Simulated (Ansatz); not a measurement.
A calculation with Ansatz (development build ahead of 0.2.0).

```yaml
crystal:
  periodic: [false, false, false]
  atoms:
    - { symbol: Ge, position_ang: [-0.05336, 0.03922, 0.0352] }
    - { symbol: H, position_ang: [1.34261, 1.37933, 1.38763] }
    - { symbol: H, position_ang: [1.38813, -1.28306, -1.32303] }
    - { symbol: H, position_ang: [-1.26373, 1.35751, -1.31176] }
    - { symbol: H, position_ang: [-1.35771, -1.26355, 1.31271] }
basis:
  gaussian: { orbitals: def2-SVP }
hamiltonian:
  xc: hf
```

The input is written out in the form of the current development build from the run's settings.

Results

| Property | Result |
| --- | --- |
| Converged | yes |
| Total energy | -2077.08284 hartree |
| Spin squared of the determinant | 0.000 |

Caution: stretched shape with no unrestricted run beside it, a lower state can exist.
